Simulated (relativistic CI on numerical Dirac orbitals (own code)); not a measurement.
**Pr V: calculation against measurement**

Computed by Dirac-Coulomb-Breit CI, separate exchange-only KLI orbitals for each configuration, QED by a radiative potential, valence Slater integrals scaled by 0.85, P86 correlation estimate, and configurations built on the next ion tied to the tabulated ionisation energy (semi-empirical) (own radial code, finite nucleus).

CI space (outside the closed core [Kr] 4d10): 4f5s²5p⁶, 5s²5p⁶5d, 5s²5p⁶6s, 5s²5p⁶6p, 5s²5p⁶6d, 5s²5p⁶7s, 5s²5p⁶5f, 5s²5p⁶6f, 4f5s²5p⁵5d, 4f³5s²5p⁴, 4f²5s²5p⁵, 4f5s²5p⁴5d², 4f5s²5p⁵5f, 4f5s5p⁶5d, 4f²5s²5p⁴5d, 5s²5p⁵5d², 4f5s²5p⁵5g, 4f5s²5p⁵6s, 4f³5p⁶, 5s²5p⁶7p, 4f²5s5p⁶, 4f5s²5p⁵6p, 5s²5p⁶7d, 4f³5s5p⁵. Levels of other configurations are missing.

```csv
Configuration,Term (tabulated),J,Measured (cm⁻¹),Computed,Error,Purity (%)
4f5s²5p⁶,2F°,5/2,0.0,0,0,97
4f5s²5p⁶,2F°,7/2,3027.4,2877,-151,97
5s²5p⁶5d,2D,3/2,115052.3,107900,-7153,97
5s²5p⁶5d,2D,5/2,118513.8,111120,-7394,97
5s²5p⁶6s,2S,1/2,178971.1,179423,452,99
5s²5p⁶6p,2P°,3/2,230039.5,228821,-1218,99
```

Measured levels from Martin, Zalubas and Hagan, Atomic Energy Levels: The Rare-Earth Elements, NSRDS-NBS 60 (1978); pairs were made by configuration, J and term (by order where the table uses no LS term), so strongly mixed levels may be paired wrongly.

Mean error by configuration (cm⁻¹): 4f5s²5p⁶ -151; 5s²5p⁶5d -7273; 5s²5p⁶6s 452; 5s²5p⁶6p -1218. Over the excited levels the mean absolute error is 3274 cm⁻¹ (5 of the 5 excited levels that our extract of the source holds in range could be paired), and the median relative error of those above 1,000 cm⁻¹ is 5 %.
